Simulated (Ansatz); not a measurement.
This singlet lies 2.18 eV below the relaxed triplet at the level frozen-core CCSD(T)/cc-pVTZ // PBE0-D3(BJ)/def2-TZVP (Ansatz, a first-principles code).

Species: H2OSSi, SMILES `O[Si]S` (lower singlet; H–O–Si–S torsion 0°, O–Si–S–H torsion 0°) (charge 0, multiplicity 1).

Give a relaxed geometry from PBE0-D3(BJ)/def2-TZVP in Ansatz.

This is not unique; one that fits is the end point of this relaxation, one of several conformers (outside a Z-matrix the atoms follow the SMILES, hydrogens last).
Z-matrix (Å, degrees):
```
Si
O 1 1.6463
H 2 0.9603 1 123.04
S 1 2.1759 2 104.25 3 0.00
H 4 1.3459 1 99.77 2 0.06
```
